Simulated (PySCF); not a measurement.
# How methods differ on the ionisation energy of Re

Re [Xe] 4f14 5d5 6s2 (6S) → Re⁺ [Xe] 4f14 5d5 6s1 (7S), as a difference of total energies. All numbers are calculated (PySCF 2.14, scalar relativity through the core potential, in def2-TZVPPD with the def2 core potential (60 electrons)). Correlated levels: valence and next inner shell: nothing frozen outside the core potential. The calculations carry no spin-orbit coupling.

| method | ionisation energy (eV) | error (eV) |
| --- | --- | --- |
| UHF | 5.902 | -1.932 |
| MP2 (valence and next inner shell) | 7.464 | -0.370 |
| SCS-MP2 (valence and next inner shell) | 7.604 | -0.230 |
| CCSD (valence and next inner shell) | 7.395 | -0.439 |
| CCSD(T) (valence and next inner shell) | 7.545 | -0.289 |

Reference: 7.834 eV (measured; NIST Atomic Spectra Database, ionization energies).

Errors of the correlated levels include the incompleteness of this basis.
